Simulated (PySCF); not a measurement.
One molecule, one basis, several functionals.

Compound: C3H6F2Si.
SMILES: `FC([C@@H]1[SiH2]C1)F`

Torsions of this conformer, `[F:1][CH:2]([F:3])[C@H:4]1[CH2:5][SiH2:6]1`: F1–C2–C4–C5 -46°.

PySCF, pcSseg-1 basis, density fitting, gas phase, PBE0-D3(BJ)/def2-SVP geometry. One functional is left out:

```csv
functional,exact exchange (%),HOMO energy (eV),LUMO energy (eV),dipole moment (D)
B97-D,0,-6.10,-0.57,1.937
BLYP,0,-6.00,-0.56,1.897
BP86,0,-6.26,-0.75,1.919
LDA,0,-6.30,-0.87,1.990
OPBE,0,-6.12,-0.54,1.878
PBE,0,-6.16,-0.68,1.895
B3LYP,20,-7.08,-0.07,2.027
B97-2,21,-7.05,0.14,2.039
PBE0,25,-7.30,0.14,2.042
BHandHLYP,50,-8.32,1.01,2.170
```

Q: Predict the row of mPW1PW91 (25 % exact exchange) by straight lines through the other rows, and check it.

A: 
```csv
property,line,computed,computed − line,"PBE0 (25 %), for comparison"
HOMO energy (eV),-7.25,-7.33,-0.08,-7.30
LUMO energy (eV),0.17,0.15,-0.02,0.14
dipole moment (D),2.047,2.057,+0.010,2.042
```

Q: Which of these properties follows the share of exact exchange most closely, and which least?

A: Most closely the HOMO energy, least the dipole moment; the correlations over the tabulated rows are HOMO energy -0.993, LUMO energy 0.983, dipole moment 0.943. The HOMO energy moves by -0.437 eV for every 10 %. Functionals with the same share still differ in their other parts: at 0 % BLYP and LDA differ by 0.30 eV in it.
